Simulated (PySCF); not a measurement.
CH5BrSi. Atoms are numbered in the order given.

```xyz
8

Si     0.6551     1.0262     0.0000
C     -0.7796     2.2208     0.0000
Br    -0.1222    -1.0705     0.0000
H      1.5017     1.1850    -1.2169
H      1.5017     1.1850     1.2169
H     -1.4060     2.0746     0.8925
H     -0.4076     3.2580     0.0000
H     -1.4060     2.0746    -0.8925
```
Charge 0, spin multiplicity 1.

The structure is a stationary point at PBE0-D3(BJ)/def2-SVP.

Calculation: HF/def2-TZVPD (PySCF).

Mulliken values depend strongly on the basis, most of all with diffuse functions as here. ESP charges are fitted to the potential on shells at 1.4 to 2.0 van der Waals radii. Atomic charges (e):

```csv
atom,ESP fit,Mulliken,IAO
Si1,0.44,0.44,0.94
C2,-0.52,-0.54,-0.71
Br3,-0.21,-0.33,-0.32
H4,-0.08,-0.03,-0.17
H5,-0.08,-0.03,-0.17
H6,0.15,0.16,0.15
H7,0.16,0.18,0.14
H8,0.15,0.16,0.15
```
